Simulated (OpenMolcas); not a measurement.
A run on Cr³⁺.

```
Program             : OpenMolcas 26.06
Method              : CASSCF
Basis               : ANO-L-VDZP [5s4p2d1f]
Scalar Hamiltonian  : non-relativistic, point nucleus
Active space        : 3 electrons in 5 orbitals (3d)
State averaging     : 2S+1 = 4 even, 10 roots; 2S+1 = 2 even, 40 roots (28 in the spin-orbit step)
Spin-orbit coupling : RASSI with atomic mean-field integrals over the reference wave functions, term energies averaged over their components
```

34 basis functions. Blocks (2S+1, parity, CSFs, roots kept): 4, even, 10, 10; 2, even, 40, 40.

**Question.** How long do the RASSCF and RASSI steps take on 1 thread of Arm Neoverse V2, on a shared host?

**Answer.** About 8.5 s of wall time, without the integral step.
